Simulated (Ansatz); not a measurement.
Task: Name a neutral molecule of F, Ga, O and H with vertical ionisation energy (CCSD(T)/def2-TZVPP) between 11.85 and 12.15 eV and LUMO energy (ωB97M-V/def2-TZVPP) between 0.60 and 0.90 eV (Ansatz, PBE0-D4/def2-TZVP geometry).

Result: `[OH][GaH][F]` (12.15 eV, 0.74 eV). Other molecules can fit too; these were computed, each in one conformer that needn't be the lowest.
